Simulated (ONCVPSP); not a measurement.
# mercury (Hg): one change to an ONCV potential, before and after

ONCVPSP 4.0.1 input, shortened (lines: element, Z, core and valence counts, functional; n l f; lmax; l rc ep ncon nbas qcut; lloc lpopt rc5 dvloc0; l nproj debl; icmod fcfact rcfact), LDA (Perdew-Wang 92), scalar-relativistic:

```
  Hg 80.00   10    4  -001012      upf
    1    0    2.00
    2    0    2.00
    2    1    6.00
    3    0    2.00
    3    1    6.00
    3    2   10.00
    4    0    2.00
    4    1    6.00
    4    2   10.00
    4    3   14.00
    5    0    2.00
    5    1    6.00
    5    2   10.00
    6    0    2.00
    2
    0    1.60    0.00    4    7    7.10
    1    1.10    0.00    4    8    7.40
    2    2.25    0.00    5   10    6.40
    4    1    0.85    1.00
    0    2    3.60
    1    1    2.20
    2    2    2.90
    1    0.35    0.00
```

Change: d: rc 1.92.

Cutoffs: the cutoffs (Ha) at which the residual kinetic energy of the hardest occupied pseudo-wave falls to 1 and 0.1 mHa per electron; they do not see the model core or the augmentation charge, which bear on the density cutoff. Errors are all-electron minus pseudo energies relative to the spin-unpolarised reference configuration.

Task: Predict the effect on cutoff, ghosts and configuration errors.

Result: The potential gets neither clearly harder nor softer (144 Ha and 173 Ha → 144 Ha and 173 Ha); a bound ghost appears in d, which as a rule spoils a file; of the 4 tests that both files solve, the error grows in 1 and shrinks in 0 by more than 15 % and 0.3 meV (median size 12.5 → 25.4 meV).

| quantity | base | changed |
| --- | --- | --- |
| cutoff, loose | 144 Ha | 144 Ha |
| cutoff, tight | 173 Ha | 173 Ha |
| loose cutoff by channel | s 20 Ha, p 144 Ha, d 17 Ha | s 20 Ha, p 144 Ha, d 19 Ha |
| bound ghosts | none | d |
| GHOST(+) flags under 300 eV | s at 49.8 eV | s at 49.8 eV |
| error for 5s2 5p6 5d10 6s1, meV [ΔE 11.04 eV] | -5.0 | -5.4 |
| error for 5s2 5p6 5d10 6s0, meV [ΔE 30.43 eV] | -20 | -21 |
| error for 5s2 5p6 5d9 6s0, meV [ΔE 66.25 eV] | -30 | -30 |
| error for 5s2 5p6 5d8 6s0, meV [ΔE 116.29 eV] | +3.7 | -32 |
| s: phases at 1.62 bohr within 0.05 rad from the reference energy up to (Ha; the scan ends near 5) | 1.6 | 1.6 |
| p: phases at 1.12 bohr within 0.05 rad from the reference energy up to (Ha; the scan ends near 5) | 1.4 | 1.4 |
| rms error of d²Exc/dni dnj with the model core, mHa | 1.20 | 1.23 |

 A true bound ghost makes a file unfit for plane-wave use even where its test errors are small: the radial tests pick states by their node count and pass the ghost by.
